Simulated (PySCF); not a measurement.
**C4H3ClNP: core ionisation energies**

Compound: C4H3ClNP.
Numbering: `[Cl:1][c:2]1[cH:3][cH:4][p:5][cH:6][n:7]1`

Level of theory: delta-SCF UKS SCAN, pcX-2 on the ionised atom, pcseg-1 elsewhere, spin-free X2C (PySCF 2.14.0). These are vertical core ionisation energies against the vacuum level, from separate self-consistent calculations with and without the core hole.

Question: Give the core binding energies atom by atom.

Answer: 
```
atom(s)                                                      bonded to     level  binding energy (eV)  2p1/2 (eV)  above the level's lowest (eV)  count
    Cl1                                                              C  Cl 2p3/2               206.28      207.93                           0.00      1
    Cl1                                                              C     Cl 1s              2828.88           –                           0.00      1
     C2  Cl, N (aromatic in the SMILES) and C (aromatic in the SMILES)      C 1s               292.98           –                          +1.94      1
     C3                             2 C (aromatic in the SMILES) and H      C 1s               291.19           –                          +0.15      1
     C4   C (aromatic in the SMILES), H and P (aromatic in the SMILES)      C 1s               291.04           –                           0.00      1
     P5                                   2 C (aromatic in the SMILES)   P 2p3/2               136.36      137.25                           0.00      1
     P5                                   2 C (aromatic in the SMILES)      P 1s              2149.86           –                           0.00      1
     C6   N (aromatic in the SMILES), H and P (aromatic in the SMILES)      C 1s               291.50           –                          +0.46      1
     N7                                   2 C (aromatic in the SMILES)      N 1s               405.16           –                           0.00      1
```

The listed C 1s values span 1.94 eV, from C4 (bonded to C (aromatic in the SMILES), H and P (aromatic in the SMILES)) to C2 (bonded to Cl, N (aromatic in the SMILES) and C (aromatic in the SMILES)). The widest gap between neighbouring values is 1.48 eV, between 291.50 and 292.98 eV. Summing the Pauling electronegativity differences to the bonded atoms, each weighted by its formal bond order, gives -0.89 for the lowest site and +1.35 for the highest; no listed site has a larger sum than the highest.

Question: Which photon energy gives electrons from P 1s of P5 a kinetic energy of 200 eV, and what is their de Broglie wavelength?

Answer: hν = 2149.86 + 200 = 2349.86 eV, recoil neglected; λ = 12.264 Å/√(E/eV) = 0.87 Å.

Spin contamination (⟨S²⟩ against 0.75 for a pure doublet) is marked for C 1s of C2 (0.85), which makes this value less certain. 2p3/2 and 2p1/2 are the ΔSCF energy of one spin-free 2p hole plus the eigenvalues of a spin–orbit and ligand-field matrix of the shell. 2p1/2 minus 2p3/2 (ligand field included): Cl 1.65 eV, P 0.89 eV. Isolated species at its GFN2-xTB geometry, gas phase.

Hardware: an Arm Neoverse V2 with one thread, no GPU, shared host. Cost: 75 s, 0.46 GiB resident at most.
